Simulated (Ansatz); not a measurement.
## Ligand exchange: Cd(CH3)Br + Sn(CH3)(NH2) → Cd(CH3)(NH2) + Sn(CH3)Br

Species: Cd(CH3)Br, singlet; Sn(CH3)(NH2), singlet; Cd(CH3)(NH2), singlet; Sn(CH3)Br, singlet. The partners trade Br for NH2: Cd–Br and Sn–NH2 bonds give way to Cd–NH2 and Sn–Br.

Shapes, held fixed at every level: PBE0-D4/def2-TZVP. Flexible molecules stand in one conformer, not always the lowest. Programs: Ansatz 0.2.0. Electronic energies: no zero-point or thermal term.

| level | kind | ΔE (kJ/mol) | less CCSD(T)/def2-TZVPP |
| --- | --- | --- | --- |
| HF/def2-SVP | Hartree–Fock | +77.6 | +18.1 |
| SPW92/def2-TZVPP | LDA | +52.5 | -7.0 |
| PBE-D4/def2-TZVPP | GGA | +50.9 | -8.6 |
| PBE0-D4/def2-TZVPP | global hybrid | +57.4 | -2.1 |
| wB97X-V/def2-TZVPP | range-separated hybrid | +61.5 | +2.0 |
| B2PLYP/def2-TZVPP | double hybrid | +58.2 | -1.3 |
| CCSD/def2-TZVPP | coupled cluster or CI | +61.3 | +1.8 |
| CCSD(T)/def2-TZVPP | coupled cluster or CI | +59.5 | 0.0 |

The highest level, CCSD(T)/def2-TZVPP, gives ΔE = +59.5 kJ/mol; the levels span +50.9 to +77.6. The column of differences is taken from that level and isn't an error. No measured value is set beside it here. For atoms past krypton def2 sets carry core potentials with scalar relativity. Relativity is left out for Br. Outer-core shells of Br, Cd, Sn are correlated in most correlated rows, in sets that cover them unevenly.
